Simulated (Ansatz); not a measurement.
Al3Ru (the lowest doublet isomer of a short search) was relaxed with PBE-D4 (def2-SVP) in Ansatz in these states: neutral doublet, neutral quartet. The geometries follow in no particular order.

In the def2 sets Ru takes a core potential; there is no spin–orbit coupling.

A:

```xyz
4

Ru    0.881    0.617    0.201
Al   -1.222    1.240   -0.434
Al    0.580   -1.037   -1.345
Al   -0.238   -0.820    1.578
```

B:

Cartesian coordinates in Å:
```
Ru -0.8482 -0.4427 -0.6285
Al 1.2007 0.5406 -1.1668
Al -0.6950 1.4222 0.7702
Al 0.3425 -1.5201 1.0251
```

Question: Judge from the bond lengths which geometry belongs to which state (an estimate).

Answer: A is the neutral doublet (Ru1–Al3 2.283 Å, Ru1–Al2 2.283 Å, Ru1–Al4 2.283 Å); B is the neutral quartet (Ru1–Al3 2.336 Å, Ru1–Al2 2.335 Å, Ru1–Al4 2.305 Å).

At PBE0-D4/def2-TZVP a doublet lies 1.19 eV below the neutral quartet. These are the stationary points nearest to one start from a short search; other shapes may lie lower in each state.
